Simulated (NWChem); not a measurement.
Setting up AlHSeCl2 (SMILES [Cl][Al]([Cl])[SeH]) in NWChem

The species is AlHSeCl2 (5 atoms), meant as a singlet with charge 0. As SMILES, `[Cl][Al]([Cl])[SeH]`. The coordinates come from a PBE0-D4/def2-TZVP relaxation.

```xyz
5

Cl   -1.1291   -1.3886    1.2401
Al    0.3788   -0.4074    0.1952
Cl    2.3272   -1.1254    0.2810
Se   -0.0518    1.4603   -1.0588
H    -1.4752    1.3874   -0.6989
```

Settings wanted:

* task: gradient
* method: HF
* basis set: def2-SVP
* reference: RHF
* relativity: none
* SCF convergence threshold: 1e-08
* iteration cap: 80
* module: scf

Problem. Give an NWChem 7.3.0 job that does this.

Solution. One that was run (others would do as well):

nw.nw:
```
start nw
title "AlCl2HSe"
memory total 2200 mb

geometry noautosym nocenter noautoz
  Cl    -1.129100    -1.388600     1.240100
  Al     0.378800    -0.407400     0.195200
  Cl     2.327200    -1.125400     0.281000
  Se    -0.051800     1.460300    -1.058800
  H     -1.475200     1.387400    -0.698900
end

basis spherical bse
  Cl library def2-SVP
  Al library def2-SVP
  Se library def2-SVP
  H library def2-SVP
end

scf
  nopen 0
  rhf
  thresh 1e-08
  maxiter 80
end

task scf gradient
```

```bash
$ nwchem nw.nw > nw.out
```

Calculated total energy: -3560.88297 Eh, largest force 0.424 eV/Å.
